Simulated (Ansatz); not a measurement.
The cluster Te₃Pt₂, relaxed as a singlet with RKS PBE-D4/def2-SVP in Ansatz, starting from the GFN1-xTB geometry. Force threshold 0.02 eV/Å.

In the def2 sets Pt, Te take a core potential; there is no spin–orbit coupling. The structure comes from a short search, and lower isomers may exist.

Start:

```xyz
5

Pt    2.130   -1.105   -0.037
Pt    0.033    0.010   -0.053
Te    1.664    0.289   -2.041
Te   -1.571   -0.323    2.109
Te   -2.257    1.127    0.022
```

(1) Estimate the energy that the relaxation releases and the steps that it takes.

(2) Does the start keep its bonding and symmetry?

(3) Predict the relaxed structure.

Results:

(1) 43.8 kJ/mol, in 7 steps; 36 s on 4 threads of Intel Xeon on a shared host. No frequencies were taken in this run, so the end may be a saddle point.

(2) By distances, no bond broke or formed. The bond that changes most is Pt2–Te5, from 2.55 to 2.67 Å (atoms count from 1). The end is the same structure that another start reached. Point group Cs at the start, Cs at the end, both within 0.05 Å.

(3) 
```xyz
5

Pt    2.3473   -1.1808   -0.0581
Pt   -0.0121    0.0270   -0.0365
Te    1.6160    0.2521   -1.9774
Te   -1.5520   -0.3236    2.0461
Te   -2.3992    1.2254    0.0260
```
Bond lengths (bridged metal pairs left out): 4 × Pt–Te 2.50 to 2.67 Å; 1 × Te–Te 2.68 Å.
